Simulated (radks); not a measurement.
Valence configurations of the platinum ion Pt2+ (all share [Xe]). All-electron calculation, scalar-relativistic Kohn-Sham, PBE, spin-polarised, spherical densities, finite nucleus; open shells are filled with parallel spins first (spin-orbit coupling, left out, can overturn this in heavy ions); Fermi nuclear charge, rms radius 5.427 fm. Program: a radial shooting solver on a logarithmic mesh with Libxc functionals. Order these by energy: 4f11 5d9 6s1 6p1; 4f14 5d8; 4f13.5 5d8.5; 4f11 5d8 6s1 6p2; 4f13.5 5d8 6s0.5; 4f14 5d7 6s1; 4f13 5d8 6s1; 4f12 5d8 6s1 6p1; 4f14 5d7.5 6s0.5; 4f11 5d8 6s2 6p1.

Answer. From the lowest, in eV above it: 4f14 5d8 0.000; 4f14 5d7.5 6s0.5 1.312; 4f14 5d7 6s1 2.627; 4f13.5 5d8.5 34.049; 4f13.5 5d8 6s0.5 35.784; 4f13 5d8 6s1 74.703; 4f12 5d8 6s1 6p1 171.64; 4f11 5d9 6s1 6p1 264.29; 4f11 5d8 6s2 6p1 275.98; 4f11 5d8 6s1 6p2 283.76. NIST lists [Xe] 4f14 5d8 as the ground configuration; this level of theory agrees among the configurations tried. The energies are those of spherical high-spin densities, not of single terms.
